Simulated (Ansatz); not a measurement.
## Energy profile

The step: C₂H₈Ge ([CH3][GeH2][CH3]) + H₂ → CH₆Ge ([CH3][GeH3]) + CH₄; bonds formed: Ge1–H7, C2–H6; bonds broken: Ge1–C2, H6–H7 (atoms numbered as in the saddle structure below).

Ge1  (-0.120, -0.752, 0.042)
C2  (0.547, 0.926, 1.468)
H3  (0.619, -2.070, 0.321)
H4  (-1.370, -0.759, 1.012)
C5  (-0.878, -0.350, -1.707)
H6  (1.140, 0.418, 0.335)
H7  (1.527, -0.092, -0.624)
H8  (1.442, 1.564, 1.504)
H9  (-0.333, 1.559, 1.358)
H10  (0.496, 0.337, 2.383)
H11  (-0.958, 0.733, -1.814)
H12  (-1.878, -0.783, -1.779)
H13  (-0.235, -0.731, -2.498)
(Å)

Electronic energies by CCSD(T) at an estimated basis limit (MP2 extrapolated from triple and quadruple zeta, plus CCSD(T) − MP2 in triple zeta), on PBE0-D4/def2-TZVP structures; C2H10Ge, closed shell; no counterpoise correction. Program: Ansatz 0.2.0. Basis: def2-TZVPP and def2-QZVPP. Cores are frozen in the correlated methods. Filled d shells of the heavier atoms are correlated. The def2 sets are not built for correlating such inner shells, so the correlated values are less sure here. Extrapolation: Hartree–Fock as exp(−7.88 √X), correlation as X^−2.97.

(1) Give the profile in eV, counted from the separated reactants. (An estimate is asked for; the value comes from the calculation.)

The T1 diagnostic stays at or below 0.011.

Results:

(1) By the calculation:
| point | eV |
| --- | --- |
| separated: C2H8Ge (linked as [CH3][GeH2][CH3]; Ge1, C2, H3, H4, C5, H8, H9, H10, H11, H12, H13; singlet) + H2 (H6, H7; singlet) | 0.000 |
| start structure | -0.025 |
| saddle | 3.452 |
| end structure | -0.426 |
| separated: CH6Ge (linked as [CH3][GeH3]; Ge1, H3, H4, C5, H7, H11, H12, H13; singlet) + CH4 (C2, H6, H8, H9, H10; singlet) | -0.378 |

For scale, one of the runs: CCSD(T)/def2-TZVPP, 250 basis functions, launched by `ansatz run in.yaml --threads 8 --pin off --events-out ev --progress --plain --max-ram 19148MiB`. Time: 19 s of wall clock on 8 CPU threads of an Intel Xeon 6975P-C; the host was shared. Peak host memory: 5.8 GiB.
